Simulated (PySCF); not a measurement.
C4H6F3P.
Atom-mapped SMILES: `[F:1][C:2]([F:3])([F:4])[C@@H:5]1[CH2:6][CH2:7][PH:8]1` (hydrogens: H9 on C5; H10, H11 on C6; H12, H13 on C7; H14 on P8)

Geometry (GFN2-xTB, Å), atoms numbered from 1 in this order:
```
atom  x, y, z in Å
F1     2.1209   -0.8154   -1.4054
C2     1.6417    0.2049   -0.6698
F3     1.1900    1.1156   -1.5482
F4     2.6989    0.7612   -0.0574
C5     0.5878   -0.2354    0.3079
C6    -0.7486   -0.7048   -0.2874
C7    -1.6381   -0.0562    0.7825
P8    -0.2734    1.1244    1.3134
H9     1.0416   -0.9811    0.9677
H10   -0.8488   -1.7855   -0.3883
H11   -0.9110   -0.2487   -1.2644
H12   -2.5608    0.4014    0.4335
H13   -1.8720   -0.7456    1.5945
H14   -0.4288    1.9649    0.1993
```

Level of theory: PySCF, TDDFT PBE0/def2-SVPD, vertical, gas phase, core orbitals frozen in the response.

Ground-to-excited transition dipoles (e·a0, same axes as the geometry; the sign carries no meaning), for the states with f of 0.002 or more among the lowest 7:

```csv
state,E (eV),μx,μy,μz
S1,5.847,-0.554,0.048,0.196
S2,6.486,-0.106,0.277,-0.247
S3,7.157,-0.116,-0.495,-0.513
S4,7.243,0.057,-0.202,0.109
S5,7.684,-0.007,-0.193,0.037
S6,7.819,-0.119,0.002,0.020
S7,8.050,0.165,0.594,0.290
```

(1) Work out the oscillator strengths.

(2) Which bond between heavy atoms lies closest to the direction of the S3 transition dipole?

(3) What angle do the transition dipoles of S3 and S7 make?

(4) How is the summed strength of these states shared among x, y and z?

## Answers

(1) f = (2/3) ΔE |μ|² with ΔE in hartree (27.2114 eV).

```
state  |μ|² (au)  |μ| (D)      f
   S1      0.348     1.50  0.050
   S2      0.149     0.98  0.024
   S3      0.523     1.84  0.092
   S4      0.056     0.60  0.010
   S5      0.038     0.50  0.007
   S6      0.014     0.31  0.003
   S7      0.464     1.73  0.092
```

(2) F1–C2, at 32° from it; next C5–P8 at 37°.

(3) |cos θ| = |μa·μb| / (|μa| |μb|) = 0.94, so θ ≈ 20° (taken between 0 and 90°, since the signs are arbitrary).

(4) (2/3) Σ ΔE μα² gives 0.057 for x, 0.140 for y and 0.080 for z, 0.277 in all.

Rough CPU time on one thread of a shared machine: about 90 s.

One conformer stands for the species.
